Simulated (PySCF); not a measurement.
These are B3LYP-D3(BJ)/def2-TZVP in PySCF 2.14.0 values and carry that method's errors. Isolated molecules, 0 K electronic values unless said otherwise. B3LYP has the VWN-RPA correlation part, as in Gaussian. 

Reference species (SMILES): `[Cl][Ga][Cl]` (neutral, multiplicity 2).

```
Property                          Value
-----------------------------  --------
highest occupied spin orbital  -6.92 eV
```

Changed species: `[Ga]([Cl])[SiH3]` (radical fragment; the reference has radical fragment).

Question: What does the change do to the highest occupied spin orbital?

Answer: the highest occupied spin orbital rises by 1.19 eV, to -5.73 eV.
